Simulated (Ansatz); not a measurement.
The lowest doublet and quartet of C2H3 (SMILES [C]C); geometries from B3LYP-D3(BJ)/def2-TZVP, each state relaxed from the structure named, with no frequency check.
Doublet (charge 0, multiplicity 2):
```xyz
5

C      0.8865     0.1959     0.2224
C     -0.4694    -0.1414    -0.1039
H     -0.6236    -0.8892    -0.8944
H     -0.7142     0.8512    -0.5511
H     -1.1649    -0.2889     0.7341
```
Quartet (charge 0, multiplicity 4):
```xyz
5

C      0.92725     0.09825     0.27195
C     -0.49732    -0.05269    -0.14586
H     -0.59593    -0.86702    -0.87174
H     -0.85795     0.87307    -0.60701
H     -1.12568    -0.27937     0.72221
```

A positive gap puts the quartet lower; no zero-point energy. U- takes an unrestricted doublet. The quartet is unrestricted in single-reference levels. Active spaces average the two states.

Cores are frozen in the correlated methods.

Codes used: Ansatz (a quantum-chemistry and plane-wave program). 

| level | gap E(doublet) − E(quartet), adiabatic (kcal/mol) |
|---|---|
| U-HF/cc-pVTZ (spin-contaminated) | -6.16 |
| U-HF/cc-pVQZ (spin-contaminated) | -6.34 |
| U-B3LYP/def2-TZVPP | -35.39 |
| U-SCS-MP2/cc-pVDZ (spin-contaminated) | -23.28 |
| U-SCS-MP2/cc-pVQZ (spin-contaminated) | -31.04 |
| U-CCSD/cc-pVTZ (spin-contaminated) | -27.29 |
| U-CCSD/cc-pVQZ (spin-contaminated) | -28.39 |
| U-CCSDT/cc-pVDZ (spin-contaminated) | ___ |
| FIC-MRCISD+Q on SA-CASSCF(3,3)/cc-pVTZ | -28.23 |

Fill in the missing entries.


- U-CCSDT/cc-pVDZ (spin-contaminated), gap E(doublet) − E(quartet), adiabatic (kcal/mol): -24.97
